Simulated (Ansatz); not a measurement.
Job for Ansatz (a program for electronic structure): R-CCSD(T)/def2-SVP on C2H6FIn (SMILES C[CH2][InH][F]), a point of a torsion scan. Elements past Kr take the def2 small-core potentials; no spin–orbit coupling. The run froze 12 orbitals, filled d shells among them.

Ansatz 0.2 input:
```yaml
crystal:
  periodic: [false, false, false]
  atoms:
    - {symbol: C, position_ang: [-0.96648042, 0.18756950, -0.65619230]}
    - {symbol: C, position_ang: [-0.67008321, -0.22239366, 0.77141559]}
    - {symbol: In, position_ang: [1.52675320, -0.73247356, 0.92118051]}
    - {symbol: F, position_ang: [2.17901076, -1.42798408, -0.80989022]}
    - {symbol: H, position_ang: [-0.59851732, -0.56912094, -1.35344658]}
    - {symbol: H, position_ang: [-2.04091419, 0.29516621, -0.80919305]}
    - {symbol: H, position_ang: [-0.48731722, 1.13729908, -0.89881888]}
    - {symbol: H, position_ang: [-0.88131883, 0.56630352, 1.49060861]}
    - {symbol: H, position_ang: [-1.20575131, -1.12843262, 1.05255879]}
    - {symbol: H, position_ang: [2.86646161, -0.77005053, 2.03972183]}
basis:
  gaussian:
    orbitals: def2-SVP
magnetization: {spin_polarized: false}
correlation: {method: ccsd_t, electrons: outside_noble_gas}
scf: {lower_state_search: off}
```

It printed:

```
WARN ansatz: RAYON_NUM_THREADS=1 ignored (pool sized by the plan → 1); use --threads N
Functional definition: HF
these checks for a lower state are left out or cut short: stability, starts, cluster_reference, orbital_swaps, neighbouring_geometries, increment
integrals: 0.13 GiB planned
1070 factors; integrals over basis functions are off by at most 1.5e-3 eV
mean field: 0.28 GiB planned
mean field evaluation 1: about -10002.7361 eV, gradient 4.0e1 eV
mean field evaluation 2: about -10002.8295 eV, gradient 4.0e1 eV
mean field evaluation 4: about -10006.5926 eV, gradient 3.1e0 eV
mean field evaluation 8: about -10006.6443 eV, gradient 2.3e-1 eV
mean field -10006.64459751 eV, -367.7374062113 hartree, gradient 1.4e-6 eV, S^2 0.000000; 0 other end points of the search recorded, 0 dependent functions left out
12 core orbitals not correlated, not the lowest: weight in the atoms' cores, before any rotation towards them, 0.840 or more for the frozen orbitals, at most 0.241 for the correlated occupied ones
reference -10006.64459751 eV, -367.7374062113 hartree; 12, 12 occupied and 74, 74 virtual orbitals, 1070 factors
second order -14.72179235 eV of doubles, -0.00000000 eV of singles
coupled cluster: 0.35 GiB planned
cycle   1  -15.30783100 eV  change   -5.9e-1 eV  update   9.9e-2
cycle   2  -15.68439270 eV  change   -3.8e-1 eV  update   3.3e-2
cycle   3  -15.81807057 eV  change   -1.3e-1 eV  update   2.0e-2
cycle   4  -15.82164766 eV  change   -3.6e-3 eV  update   5.3e-3
cycle   5  -15.81856518 eV  change    3.1e-3 eV  update   2.5e-3
cycle   6  -15.81852106 eV  change    4.4e-5 eV  update   8.3e-4
cycle   7  -15.81843395 eV  change    8.7e-5 eV  update   3.1e-4
cycle   8  -15.81835586 eV  change    7.8e-5 eV  update   1.0e-4
cycle   9  -15.81835552 eV  change    3.4e-7 eV  update   3.8e-5
cycle  10  -15.81837022 eV  change   -1.5e-5 eV  update   1.5e-5
perturbative correction -0.37481971 eV, -0.0137743703 hartree
Total energy: -10022.83778744 eV, -368.3324949650 hartree
Checks for a lower state left out: stability, starts, cluster_reference, orbital_swaps, neighbouring_geometries, increment
```

The calculation finished and met its thresholds.

Cost: very roughly 8 core-seconds.
